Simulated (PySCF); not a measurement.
Species: C5H6NPS.
Bonds: S1–P2 (double), P2–C3, C3–C4 (aromatic), C4–C5 (aromatic), C5–C6 (aromatic), C6–C7 (aromatic), C7–N8 (aromatic), C3–N8 (aromatic). Hydrogens: H9, H10 on P2; H11 on C4; H12 on C5; H13 on C6; H14 on C7.

NICS is the negative of the GIAO shielding at a point without a nucleus: at the ring centre (0) and 1 Å above and below it (1); zz is the component along the ring normal. Level: GIAO PBE0/pcSseg-1 (PySCF, non-relativistic, gas phase) on the GFN2-xTB geometry, one conformer.

Ring bond lengths (Å), with Mayer bond orders in brackets: C3–C4 1.386 (1.38), C4–C5 1.387 (1.42), C5–C6 1.386 (1.44), C6–C7 1.390 (1.39), C7–N8 1.319 (1.51), N8–C3 1.326 (1.40).

**Question.** What do the NICS probes read (ppm)?

**Answer.** 
```tsv
ring	type	NICS(0)	NICS(1), two faces	NICS(1)zz, two faces	rms pucker (Å)	centre to ring atoms, mean (Å)
C3–C4–C5–C6–C7–N8	6-membered ring with N; formal bonds all aromatic	-7.2	-11.4 / -11.4	-28.5 / -28.5	0.00	1.37
```

**Question.** What do they say, and how far can they be read as aromaticity?

**Answer.** 
- C3–C4–C5–C6–C7–N8: mean NICS(1)zz -28.5 ppm, shielded. For a flat ring without four-coordinate atoms the NICS criterion counts such a value as aromatic.

**Question.** And the bond-length index? Use HOMA with the parameters of Krygowski (1993).

**Answer.** 
- C3–C4–C5–C6–C7–N8: HOMA 0.99; the largest term is that of C7–N8, α(R − Ropt)² = 0.02. The geometric and the magnetic index point the same way.

**Question.** At the first NICS(1) probe listed for ring C3–C4–C5–C6–C7–N8, 1 Å off the ring, what do the in-plane components average?

**Answer.** The isotropic value is a third of the trace: (3 × -11.4 − (-28.5))/2 = -2.9 ppm.

**Question.** How shielded are the nuclei of the rings and their hydrogens (means over atoms taken as equivalent)?

**Answer.** 
| atoms | environment | σ isotropic (ppm) |
| --- | --- | --- |
| C3 | substituted aromatic carbon | 29.1 |
| C4 | aromatic CH carbon | 52.0 |
| C5 | aromatic CH carbon | 43.7 |
| C6 | aromatic CH carbon | 56.4 |
| C7 | aromatic CH next to a ring nitrogen | 32.1 |
| N8 | pyridine-type nitrogen | -91.5 |
| H11 | aromatic hydrogen | 23.16 |
| H12 | aromatic hydrogen | 23.46 |
| H13 | aromatic hydrogen | 24.18 |
| H14 | aromatic hydrogen | 22.74 |

Shape of the structure used: `[S:1]=[PH2:2][c:3]1[cH:4][cH:5][cH:6][cH:7][n:8]1`: S1–P2–C3–C4 0°.
